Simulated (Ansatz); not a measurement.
Reaction (formal hydrolysis of the In–C bond): `[CH3][In]([F])[C]#N` + H₂O → `[CH3][In]([OH])[F]` + `C#N`

Calculated with Ansatz (gas phase, PBE0-D4/def2-TZVP geometries, no zero-point term in ΔE). CBS: MP2 limit from def2 TZ/QZ plus the TZ coupled-cluster correction, frozen cores. This one scheme is used for every species. DFT in def2-TZVPP. def2 core potentials past Kr. For In outer-core shells are correlated without core-valence functions, which leaves a few kJ/mol of doubt a bond. Each species was taken in one conformer, which may not be the lowest.

| level | ΔE (kJ/mol) |
| --- | --- |
| r2SCANh | 9.3 |
| r2SCAN0 | 13.8 |

(1) What does CCSD(T)/CBS give? (An estimate is asked.)

Largest T1 diagnostic among the species: 0.016.

Answers

(1) The calculation gave: +10.3 kJ/mol. The listed levels differ from it by -1.0, 3.5 kJ/mol.

From r2SCAN to r2SCAN0 (25 % exact exchange), in def2-TZVPP and without D4, ΔE moves by +7.8 kJ/mol. In def2-TZVPP, CCSD(T) changes the Hartree–Fock value by −5.8 kJ/mol (the triples alone add −1.3 kJ/mol) and MP2 by −7.2 kJ/mol.
